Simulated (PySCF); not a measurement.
Input file for PySCF: R-B3LYP/LANL2DZ on IrF, 2S+1 = 1, a spin state set in the input, which need not be the lowest, a point of a bond scan (R = 1.804 Å).

```python
from pyscf import gto, scf, dft, mp
from pyscf.data.elements import chemcore

mol = gto.M(
    atom='''
    Ir    0.00000000    0.00000000    0.00000000
    F     0.00000000    0.00000000    1.80375700
    ''',
    basis='lanl2dz',
    ecp={'Ir': 'lanl2dz'},
    charge=0, spin=0, verbose=3, max_memory=1800)
mf = dft.RKS(mol, xc='b3lyp')
mf.conv_tol = 1e-8
mf.max_cycle = 100
mf.kernel()
if not mf.converged:
    mf = mf.newton().run(mf.mo_coeff, mf.mo_occ)
```

Program output:

```
converged SCF energy = -204.394826363371
```

Self-consistency was reached.

Cost: around 0.8 core-seconds (rough).
